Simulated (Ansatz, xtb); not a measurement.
## Relative energy of two isomers of CH10O2Si3

We compare a, `CO[Si](O)([SiH3])[SiH3]`, a singlet, with b, `CO[SiH](O)[SiH2][SiH3]`, a singlet. Both are isolated molecules in the gas phase, relaxed with B3LYP-D3(BJ)/def2-SVP; each stands in its lowest conformer found.

Quicker runs give these differences E(b) − E(a): GFN2-xTB −0.5 kcal/mol; HF/STO-3G −2.0 kcal/mol (at GFN2-xTB geometries); r2SCAN-D4/def2-SVP −3.0 kcal/mol (at GFN2-xTB geometries).

**Question.** Estimate E(b) − E(a) at the level CCSD(T)/def2-SVP + ΔMP2/def2-TZVPP.

**Answer.** Calculated at CCSD(T)/def2-SVP + ΔMP2/def2-TZVPP: E(b) − E(a) = −3.5 kcal/mol, so structure b lies lower.

How the difference moves with the method:

```
                             level               geometry  E(b) − E(a) (kcal/mol)  departure from the last row (kcal/mol)  job, with rough time for the two
                          GFN2-xTB               GFN2-xTB                      −0.5                                    +3.0              optimisation, 0.57 s
                         HF/STO-3G               GFN2-xTB                      −2.0                                    +1.4               single point, 0.5 s
                r2SCAN-D4/def2-SVP               GFN2-xTB                      −3.0                                    +0.4               single point, 7.2 s
             B3LYP-D3(BJ)/def2-SVP  B3LYP-D3(BJ)/def2-SVP                      −3.3                                    +0.1             optimisation, 3.2 min
                       HF/def2-SVP  B3LYP-D3(BJ)/def2-SVP                      −4.4                                    −0.9           part of the CCSD(T) run
                      MP2/def2-SVP  B3LYP-D3(BJ)/def2-SVP                      −4.6                                    −1.2           part of the CCSD(T) run
                  CCSD(T)/def2-SVP  B3LYP-D3(BJ)/def2-SVP                      −4.2                                    −0.8                      single point
CCSD(T)/def2-SVP + ΔMP2/def2-TZVPP  B3LYP-D3(BJ)/def2-SVP                      −3.5                                                     single point, 1.9 min
```

As drawn, both hold the same kinds of bond in the same numbers.

GFN2-xTB finds them nearly level. The largest departure from CCSD(T)/def2-SVP + ΔMP2/def2-TZVPP is that of GFN2-xTB, 3.0 kcal/mol. The last row adds to CCSD(T) the change of the MP2 difference between the two basis sets, here +0.8 kcal/mol.

With thermal terms from frequencies at re-optimised GFN2-xTB minima (ideal gas, soft modes damped towards free rotors, one conformer each, 298.15 K, 1 atm): on the last row, ΔE + ΔZPE = −3.0, ΔH = −3.2, ΔG = −2.7 kcal/mol.

The correlated steps freeze 18 core orbitals. Run with Ansatz 0.2.0, xtb 6.7.1; the last row on 2 threads of Arm Neoverse V2 on a shared host.
